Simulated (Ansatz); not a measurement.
Gas-phase electronic energies from Ansatz, PBE0-D4/def2-TZVP geometries. CBS: MP2 limit from def2 TZ/QZ plus the TZ coupled-cluster correction, frozen cores. This one scheme is used for every species. DFT in def2-TZVPP. HSE06 is defined as in plane-wave codes. Each species was taken in one conformer, which may not be the lowest.

`BNB` + `OB[SiH2][AlH2]` → `BOB[SiH2][AlH2]` + `BN`  (ligand exchange at a B–N bond)

| level | ΔE (kcal/mol) |
| --- | --- |
| LDA (SPW92) | -6.2 |
| B2PLYP | -3.6 |
| PBE | -4.9 |
| HSE06 | -3.4 |
| CAM-B3LYP | -4.4 |
| LC-ωPBE | -3.1 |
| RPA@PBE/def2-TZVPP | -1.1 |
| MP2/def2-TZVPP | -1.5 |

**Question.** What does CCSD(T)/CBS give? (Best estimate.)

**Answer.** Ansatz gave: -2.5 kcal/mol. The listed levels differ from it by -3.7, -1.1, -2.4, -0.9, -1.9, -0.6, 1.4, 1.0 kcal/mol.

Largest T1 diagnostic among the species: 0.017.

From PBE to PBE0 (25 % exact exchange), in def2-TZVPP and without D4, ΔE moves by +1.5 kcal/mol. At CCSD(T), def2-SVP lies −0.7 kcal/mol from the extrapolated value and def2-TZVPP +0.5 kcal/mol.
